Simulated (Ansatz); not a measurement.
Diatomic CsSr, multiplicity 4 (an upper state: multiplicity 2 came lower at CCSD(T)/def2-TZVPP on PBE0 minima). No spin–orbit coupling.

The constants come from a fifth-degree fit in 1/R (seven points, main isotopes). Runs in def2 and cc sets follow the lowest solution found near the PBE0 minimum.

The values were computed with Ansatz (Gaussian basis) for Hartree–Fock, density functionals and correlated methods. Each number belongs to the level named beside it. In def2 rows elements past Kr take small-core potentials, without spin–orbit coupling.

Question: What bond length and harmonic frequency does PBE/def2-TZVPP give?

Answer: r_e = 4.417 Å, ω_e = 51 cm⁻¹.

Question: What bond length and harmonic frequency does PBE0/def2-TZVPP give?

Answer: r_e = 4.452 Å, ω_e = 51 cm⁻¹.

Question: What bond length and harmonic frequency does wB97X-V/def2-TZVPP give?

Answer: r_e = 4.543 Å, ω_e = 50 cm⁻¹.

Ansatz is an electronic-structure program.
